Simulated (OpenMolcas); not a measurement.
# What dynamic correlation does to the levels of O+

```yaml
Program: OpenMolcas 26.06
Basis: ANO-R2 [4s4p2d1f]
Scalar_Hamiltonian: X2C, finite nucleus
Active_space: 3 electrons in 3 orbitals (2p)
State_averaging: 2S+1 = 4 odd, 1 root; 2S+1 = 2 odd, 8 roots
Spin-orbit_coupling: state interaction with AMFI integrals over the reference wave functions, term energies averaged over their components
```

Methods on the same reference wave functions:
A. CASSCF
B. SS-CASPT2, IPEA 0.25 Eh, imaginary shift 0.1 Eh (closed shells correlated: 1s 2s)

Energies in cm⁻¹ above 2s² 2p³ ⁴S°_3/2, the measured ground level; measured values from NIST Handbook of Basic Atomic Spectroscopic Data.

```json
{"Level": "2s² 2p³ ⁴S°_3/2", "A": "0.0", "B": "0.0", "Measured": "0.0"}
{"Level": "2s² 2p³ ²D°_3/2", "A": "30579", "B": "27470", "Measured": "26831"}
{"Level": "2s² 2p³ ²D°_5/2", "A": "30581", "B": "27480", "Measured": "26811"}
{"Level": "2s² 2p³ ²P°_1/2", "A": "50641", "B": "43320", "Measured": "40470"}
{"Level": "2s² 2p³ ²P°_3/2", "A": "50643", "B": "43320", "Measured": "40468"}
```

Deviations, from unrounded energies. A percentage is the sum of absolute deviations over the sum of measured energies, with the sign that they share, or ± where signs differ.

| Against measurement | Levels | A | B |
| --- | --- | --- | --- |
| mean absolute deviation (cm-1) | 4 | 7000 | 1800 |
| other terms of the ground configuration (%) | 4 | +20.7 | +5.2 |

B lies closest to measurement on these levels. The largest miss of B in the table is 2s² 2p³ ²P°_3/2, by +2900 cm-1. The ranking rests on the paired levels alone, and a cruder setting can come out closer through cancelling errors.

From A to B the spin-free energies of the other terms of 2s² 2p³ shown, above ⁴S°, scale by factors of 0.86 to 0.90.

The lowest spin-free term lies below A's lowest term by 0.121 hartree in B.

Term energies are means over components that CASPT2 splits; among the terms shown or strongly mixed into the levels shown the widest spread is 140 cm-1 (2s² 2p³ ²D°, B). With the s shell closed, the reference lacks s² → p² mixing. Without dynamic correlation excited terms often stand tens of per cent too high (terms of higher spin than the ground term too low), and those without a measured partner can miss by more than the paired ones (holds for A). Computed and measured levels are paired by configuration, term and J; levels that our copy of the source lacks, or whose pairing is in doubt (as where it misses far off the trend of its configuration), stay unpaired and out of the deviations. Levels of configurations outside the active space are missing.

° marks odd parity.
